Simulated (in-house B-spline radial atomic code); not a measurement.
**Ionising In⁴⁺ with different functionals**

Computed with an all-electron radial atomic-structure program (B-spline basis): scalar-relativistic (spin-free X2C) Hamiltonian, Fermi nucleus of rms radius 4.6156 fm, spin-polarised at highest spin, spherical fractional occupations for the functionals, and exact exchange of hybrids averaged over the configuration. The ionisation energy is the difference of two self-consistent energies, [Kr] 4d9 → [Kr] 4d8, without Breit or QED terms; ε is the level of the shell that loses the electron (its least bound occupied spin orbital). There is no spin-orbit coupling in this Hamiltonian.

```csv
method,rung,ΔSCF (eV),-ε(4d) (eV)
PBE0,global hybrid,73.43,67.21
B3LYP,global hybrid,73.48,66.74
TPSSh,global hybrid,73.39,65.62
M06-2X,global hybrid,73.30,70.03
BHandHLYP,global hybrid,73.22,69.62
r2SCAN0,global hybrid,73.58,67.44
B97-1,global hybrid,73.41,66.74
HSE06,range-separated hybrid,73.41,66.77
wB97X,range-separated hybrid,73.25,69.62
CAM-B3LYP,range-separated hybrid,73.42,68.69
LC-wPBE,range-separated hybrid,73.41,69.92
```

Question: Among the functionals, which spreads more, the ΔSCF values or the orbital energies?

Answer: The orbital energies: ΔSCF values span about 0.37 eV and the orbital energies 4.41 eV; here energy differences depend much less on the functional than eigenvalues do.

Question: How do they compare with the NIST value?

Answer: NIST lists 69 eV ± 1.2 (semi-empirical, ground level to ground level). Errors run from +3.92 to +4.28 eV. The correlated functionals all miss on the same side by more than they spread, so the cause is common to them (spin-orbit coupling, Breit-QED terms, multiplet and fine-structure energies, or a listed next ion that isn't the cheapest removal here) and closeness doesn't rank the functionals.
